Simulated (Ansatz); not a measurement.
`[OH][GeH2][SnH3]` + H₂ → `[OH][GeH3]` + `[SnH4]` at 600 K and 1 bar (hydrogenolysis of a Ge–Sn bond).

Isolated molecules relaxed with PBE0-D4/def2-TZVP in Ansatz; ΔE leaves out vibrations. CCSD(T)/CBS adds triple-zeta CCSD(T) − MP2 to the extrapolated MP2 energy (def2 sets, frozen cores). This one scheme is used for every species. def2 core potentials past Kr. For Ge, Sn outer-core shells are correlated without core-valence functions, which leaves a few kJ/mol of doubt a bond. Scalar relativity is left out up to krypton. One conformer a species, not always the lowest.

```json
{"species": "`[OH][GeH2][SnH3]`", "CCSD(T)/CBS energy (Eh)": "-2368.92338", "H − E (kJ/mol)": "191.2", "S (J/(mol·K))": "453.1"}
{"species": "H₂", "CCSD(T)/CBS energy (Eh)": "-1.17544", "H − E (kJ/mol)": "43.9", "S (J/(mol·K))": "150.8"}
{"species": "`[OH][GeH3]`", "CCSD(T)/CBS energy (Eh)": "-2153.69723", "H − E (kJ/mol)": "132.5", "S (J/(mol·K))": "324.6"}
{"species": "`[SnH4]`", "CCSD(T)/CBS energy (Eh)": "-216.39156", "H − E (kJ/mol)": "98.5", "S (J/(mol·K))": "271.3"}
```

H − E and S are ideal-gas, rigid-rotor, harmonic terms from PBE0-D4/def2-TZVP, for one conformer and one mirror image of each species. For small species the MP2-based limit differs from directly extrapolated CCSD(T) by up to some mEh (0.8 for H₂); such offsets cancel only in part. 1 Eh = 2625.50 kJ/mol, R = 8.31446 J/(mol·K).

By hand: ΔE, ΔH, ΔS and ΔG.

ΔE = (-2153.69723) + (-216.39156) − (-2368.92338) − (-1.17544) = 0.01003 Eh = 26.3 kJ/mol. Δ(H − E) = 132.5 + 98.5 − 191.2 − 43.9 = -4.1, so ΔH = 22.2 kJ/mol. ΔS = 324.6 + 271.3 − 453.1 − 150.8 = -8.0 J/(mol·K). ΔG = 22.2 − 600 × (-8.0)/1000 = 27.0 kJ/mol.

By hand: the equilibrium constant, and the temperature at which ΔG would vanish if ΔH and ΔS stayed fixed.

log₁₀ K = −ΔG/(RT ln 10) = -2.4. ΔH and −TΔS have one sign here, so there is no such temperature.

The number of gas molecules stays the same, so ΔS is small and ΔH decides. A doubt of 5 kJ/mol in ΔE shifts log₁₀ K by 0.4 here. Other conformers and mirror images would add mixing entropy, several J/(mol·K) or more a flexible species. Modes under 60 cm⁻¹, often nearly free rotors, make the harmonic entropy too high. These are equilibria of isolated gas molecules and say nothing of rates. Largest T1 diagnostic: 0.013 (customary marks: 0.02 for closed shells, 0.045 for open ones).

ΔS is within the doubt of such terms, so its sign, and with it that verdict, could turn.
